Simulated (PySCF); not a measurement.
Hf(Cl)2(OSiH3) (Cl₂H₃HfOSi), SMILES [Hf+]([O][SiH3])([Cl])[Cl], charge +1, multiplicity 1.

The structure is a stationary point at B3LYP-D3(BJ)/def2-SVP. The spin state was assumed, not searched. The isomer is the one that the SMILES or the coordinates give; other isomers of the formula were not compared. The def2 effective core potentials stand for the cores of Hf; spin–orbit coupling is left out. Other conformers were not sampled.

Two levels are set side by side: PBE/def2-TZVP (PySCF) and M06-2X/def2-TZVP (PySCF). Same geometry, gas phase. Differences are taken from unrounded values.

```
quantity                     M06-2X     PBE  PBE minus M06-2X
---------------------------  ------  ------  ----------------
orbital gap (eV)               7.02    3.13             -3.89
highest occupied level (eV)  -14.78  -12.16              2.62
lowest empty level (eV)       -7.76   -9.03             -1.27
mean polarisability (bohr³)    82.8    89.5               6.7
```

Without exact exchange PBE keeps part of each electron's self-repulsion, which lifts occupied levels and narrows the gap. Loosely held outer electrons make PBE densities more polarisable. Differences between two approximate levels are no errors against the true value.

Rough cost on one machine, each run with all the roots and properties that it gave: M06-2X against PBE about 4 times.
